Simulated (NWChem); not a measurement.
Species: C₃H₄O₂Si; SMILES C#C[SiH2]OC=O

```xyz
10

C      1.0869     2.5360    -0.2273
C      0.2790     1.6506    -0.0344
Si    -0.9704     0.3642     0.2626
O     -0.6509    -1.0410    -0.6645
C      0.4028    -1.8219    -0.3610
O      1.1898    -1.6089     0.5278
H      1.8053     3.3083    -0.3955
H     -1.0622     0.0220     1.6972
H     -2.2786     0.8023    -0.2673
H      0.4487    -2.6885    -1.0374
```
Atoms are numbered in this order, from 1.

All runs: NWChem. Structure relaxed at the B3LYP/6-31G* (spherical d) level. GIAO values for the isolated, static molecule; σ is the absolute isotropic shielding, δ = σ(reference) − σ with the isolated reference molecule computed at the same levels (13C: tetramethylsilane, 1H: tetramethylsilane, 17O: water, 29Si: tetramethylsilane).

Problem. What does the run give for PBE0/pcSseg-1? Quantities: δ C1 (ppm); δ C2 (ppm); δ Si3 (ppm); δ O6 (ppm); δ H7 (ppm); δ H8 (ppm); δ H10 (ppm).

Solution. The δ C1 (ppm) is 107.5 and the δ C2 (ppm) is 84.0. The δ Si3 (ppm) is -49.4 and the δ O6 (ppm) comes out as 483.9. The δ H7 (ppm) comes out as 2.41, the δ H8 (ppm) is 5.23 and the δ H10 (ppm) is 7.96.
